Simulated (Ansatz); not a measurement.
Total energies of AsO (`O=[As]`) radical.

Cartesian coordinates in Å:
```
O -0.482 -0.437 -0.478
As 0.482 0.437 0.478
```

The species carries charge 0 and has multiplicity 2. Correlated methods include outer-core shells of As, which these sets cover unevenly. Scalar relativity is left out up to krypton. The structure was optimised at the PBE0-D4/def2-TZVP level. Basis def2-TZVPP, Ansatz 0.2.0.

RPA on PBE orbitals: Hartree–Fock energy of these orbitals -2309.01208 Eh, correlation -0.71783 Eh (frozen core).

| functional | energy without D4 (Eh) | D4 term (kJ/mol) |
| --- | --- | --- |
| ωB97M-V | -2310.94421 | – |
| PBE-QIDH | -2310.39661 | – |

Task: Give the same for LDA (SPW92), PBE, revPBE, BLYP, r2SCAN, B97M-V, PBE0, B3LYP, r2SCANh, r2SCAN0, HSE06 (plane-wave form), BHLYP, CAM-B3LYP, LC-ωPBE, ωB97X-V, B2PLYP. (Estimate.)

Result: Computed: 
| functional | energy without D4 (Eh) | D4 term (kJ/mol) |
| --- | --- | --- |
| LDA (SPW92) | -2307.26981 | – |
| PBE | -2310.68246 | -2.1 |
| revPBE | -2310.89404 | -6.4 |
| BLYP | -2311.14394 | -4.8 |
| r2SCAN | -2311.04125 | -0.4 |
| B97M-V | -2310.64747 | – |
| PBE0 | -2310.73189 | -1.7 |
| B3LYP | -2311.12902 | -3.5 |
| r2SCANh | -2311.02734 | -0.5 |
| r2SCAN0 | -2311.00747 | -0.5 |
| HSE06 (plane-wave form) | -2310.73076 | -1.6 |
| BHLYP | -2311.02795 | -2.8 |
| CAM-B3LYP | -2311.18588 | -1.7 |
| LC-ωPBE | -2310.72917 | – |
| ωB97X-V | -2310.84839 | – |
| B2PLYP | -2310.67657 | – |

B3LYP takes the VWN-RPA correlation (the form of Gaussian; ORCA's B3LYP/G). HSE06 is the plane-wave form, built on full-range PBE exchange. The double hybrids freeze the cores in their second-order part.

LC-ωPBE has ω = 0.4 bohr⁻¹.
